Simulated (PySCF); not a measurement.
## Electron correlation in Hg⁶⁴⁺ (mercury, charge +64)

[Ne] 3s2 3p4, high-spin 3P determinant. Calculation: PySCF 2.14, in an even-tempered Gaussian basis (16 s from 18 bohr⁻², ratio 2.5; 10 p from 23 bohr⁻², ratio 2.5; 4 d from 95 bohr⁻², ratio 2.7; 4 f from 140 bohr⁻², ratio 2.7); no relativity, point nucleus. Frozen: 1s2; 14 electrons correlated; the 17 highest virtual orbitals of each spin left out.

```tsv
level	correlation energy (mhartree)
CCSD	-580.99
(T)	-0.75
CCSD(T)	-581.74
```

Diagnostics: T1 = 0.00040, D1 = 0.0019, largest double amplitude 0.017.

A non-relativistic calculation at this Z misses sizeable relativistic shifts. Spin-orbit coupling is strong in this species (close to jj coupling), so the high-spin LS determinant is a model state, not a physical level.

Cost of the coupled-cluster step: of the order of 40 core-seconds, for 14 correlated electrons.

Iterations:

```
CC2 = 0
CCSD nocc = (np.int64(8), np.int64(6)), nmo = (76, 76)
frozen orbitals [[0, 77, 78, 79, 80, 81, 82, 83, 84, 85, 86, 87, 88, 89, 90, 91, 92, 93], [0, 77, 78, 79, 80, 81, 82, 83, 84, 85, 86, 87, 88, 89, 90, 91, 92, 93]]
max_cycle = 100
direct = 0
conv_tol = 1e-08
conv_tol_normt = 1e-06
diis_space = 8
diis_start_cycle = 0
Init t2, MP2 energy = -0.563995593976611
Init E_corr(UCCSD) = -0.563995593976837
cycle = 1  E_corr(UCCSD) = -0.578021223279774  dE = -0.0140256293  norm(t1,t2) = 0.00706797
cycle = 2  E_corr(UCCSD) = -0.580450144016585  dE = -0.00242892074  norm(t1,t2) = 0.00136693
cycle = 3  E_corr(UCCSD) = -0.580992175293987  dE = -0.000542031277  norm(t1,t2) = 0.000281043
cycle = 4  E_corr(UCCSD) = -0.580986814445023  dE = 5.36084896e-06  norm(t1,t2) = 9.23235e-06
cycle = 5  E_corr(UCCSD) = -0.580986898771653  dE = -8.43266298e-08  norm(t1,t2) = 5.12705e-07
cycle = 6  E_corr(UCCSD) = -0.580986902107769  dE = -3.33611649e-09  norm(t1,t2) = 1.95017e-08
UCCSD converged
E(UCCSD) = -13756.54576542244  E_corr = -0.5809869021077692
UCCSD(T) correction = -0.000745189652256093
```

At this charge a non-relativistic calculation is a model, useful for the Z dependence of the correlation energy.

Spin-orbit coupling is strong in this species, so the high-spin LS determinant is a model state.
